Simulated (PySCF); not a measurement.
SMILES CBr (CAM-B3LYP/def2-SVP optimised geometry):

```
5

C     -0.793    -0.260     0.000
Br     1.141    -0.260     0.000
H     -1.141     0.779     0.000
H     -1.141    -0.779     0.899
H     -1.141    -0.779    -0.899
```

Computed with CAM-B3LYP/def2-TZVP (PySCF).

Task: What are the frontier orbital energies and the dipole moment?

Result: HOMO-2 -12.25 eV, HOMO-1 -9.30 eV, HOMO -9.30 eV, LUMO 1.10 eV, LUMO+1 2.51 eV; dipole moment 1.92 D.

On the same geometry PBE/def2-TZVP in PySCF gives HOMO-2 -9.69 eV, HOMO-1 -6.64 eV, HOMO -6.64 eV, LUMO -0.98 eV, LUMO+1 0.87 eV; dipole moment 1.83 D.

Meta-Löwdin charges at CAM-B3LYP/def2-TZVP: C1 -0.32, Br2 -0.09, H3 0.14, H4 0.14, H5 0.14.
